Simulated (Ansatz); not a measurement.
Ansatz (a program for electronic structure) input (B3LYP-D3(BJ)/def2-TZVP):

Ansatz 0.2 input:
```yaml
crystal:
  periodic: [false, false, false]
  atoms:
    - {symbol: Ge, position_ang: [-0.05665095, -0.06484634, -0.02357468]}
    - {symbol: O, position_ang: [-1.25570622, -1.13022531, -0.13702813]}
    - {symbol: Cl, position_ang: [-0.37357017, 1.82517802, -0.84141586]}
    - {symbol: Cl, position_ang: [1.66764960, -0.66698265, 0.97953895]}
basis:
  gaussian:
    orbitals: def2-TZVP
hamiltonian:
  xc: b3lyp
  dispersion: d3bj
total_charge: 1
magnetization: {spin_polarized: true, initial_magnetization: 1}
relax: {f_tol: 0.002, max_steps: 150}
```

End of the output:

```
reference -83605.24310958 eV, -3072.4360146079 hartree; 37, 36 occupied and 116, 117 virtual orbitals, 1066 factors
relax step   6: F+E_penalty+E_count = -83605.46442228 eV  Δ(F+E_penalty+E_count) = -4.851e-6 eV  max|allowed force component| = 1.046e-4 eV/Å  Δτ_max = 0.0012 Å  (41 SCF iters, accepted)
integrals: 0.08 GiB planned
1066 factors; their error is unknown
mean field: 1.11 GiB planned
mean field evaluation 96: about -83605.2429 eV, gradient 2.5e-2 eV
mean field -83605.24288482 eV, -3072.4360063482 hartree, gradient 2.0e-5 eV, S^2 0.755221; 3 other end points of the search recorded, 0 dependent functions left out
the calculation of the forces begins
reference -83605.24310958 eV, -3072.4360146079 hartree; 37, 36 occupied and 116, 117 virtual orbitals, 1066 factors
Total energy: -83605.46464704 eV, -3072.4441559593 hartree
Atom 0 at    -0.026822    -0.029207    -0.008028 Å, force     0.000055    -0.000025    -0.000105 eV/Å
Atom 1 at    -1.322992    -1.194479    -0.149764 Å, force    -0.000008     0.000017     0.000038 eV/Å
Atom 2 at    -0.343762     1.825872    -0.832906 Å, force    -0.000032     0.000016     0.000025 eV/Å
Atom 3 at     1.675299    -0.639062     0.968219 Å, force    -0.000015    -0.000008     0.000041 eV/Å
Dipole moment:     0.117605     0.105738     0.012876 e Å
```
